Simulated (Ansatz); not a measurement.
C$_{2}$H$_{4}$BFOSe (`BCOC(F)=[Se]`). Total charge 0; spin multiplicity 1. Correlated methods include outer-core shells of Se, which these sets cover unevenly. Scalar relativity is left out up to krypton.

```xyz
10

B    -1.362   -0.760   -1.025
C    -0.130    0.022   -0.512
O     0.079   -0.133    0.901
C     1.090    0.470    1.451
F     1.076    0.185    2.735
Se    2.332    1.508    0.731
H    -1.602   -0.677   -2.192
H    -2.045   -1.418   -0.304
H     0.781   -0.289   -1.043
H    -0.218    1.093   -0.743
```

Question: Give the diagnostics of a CCSD(T)/def2-TZVPP run (frozen core, the Gaussian-basis code of Ansatz). (An estimate is asked.)

Answer: Ansatz gave: T1 = 0.0150, largest single amplitude 0.043, largest double 0.084, (T) share of the correlation energy 4.0 %, 10 CCSD cycles. The RHF solution is stable towards an unrestricted one. T1 lies under the customary mark of 0.02 for closed shells.
